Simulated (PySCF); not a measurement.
N-methylsilyl-N-silylmethanamine (C2H11NSi2), SMILES CN([SiH2]C)[SiH3]. Coordinates come from a PBE0-D3(BJ)/def2-SVP optimisation. The values are those of a single conformer.

Question: Give the equilibrium geometry at PBE0-D3(BJ)/def2-SVP (PySCF confirms it by a frequency run) as bond lengths and angles. (An estimate is asked for; the answer gives what the named calculation found.)

Answer: One answer among several that fit: 
Atoms: Si1 N2 C3 Si4 C5 H6 H7 H8 H9 H10 H11 H12 H13 H14 H15 H16. Bonds (Å): Si1–N2 1.742, Si1–H6 1.500, Si1–H7 1.491, Si1–H8 1.499, N2–C3 1.458, N2–Si4 1.749, C3–H9 1.102, C3–H10 1.106, C3–H11 1.104, Si4–C5 1.876, Si4–H12 1.501, Si4–H13 1.493, C5–H14 1.101, C5–H15 1.102, C5–H16 1.101. Angles (°): N2–Si1–H6 112.3, N2–Si1–H7 108.8, N2–Si1–H8 109.9, H6–Si1–H7 109.2, H6–Si1–H8 106.7, H7–Si1–H8 110.0, Si1–N2–C3 116.7, Si1–N2–Si4 125.3, C3–N2–Si4 117.7, N2–C3–H9 111.4, N2–C3–H10 112.6, N2–C3–H11 111.5, H9–C3–H10 107.1, H9–C3–H11 106.4, H10–C3–H11 107.5, N2–Si4–C5 112.0, N2–Si4–H12 110.1, N2–Si4–H13 107.1, C5–Si4–H12 108.3, C5–Si4–H13 110.4, H12–Si4–H13 108.9, Si4–C5–H14 111.6, Si4–C5–H15 110.2, Si4–C5–H16 110.7, H14–C5–H15 107.6, H14–C5–H16 108.1, H15–C5–H16 108.4.
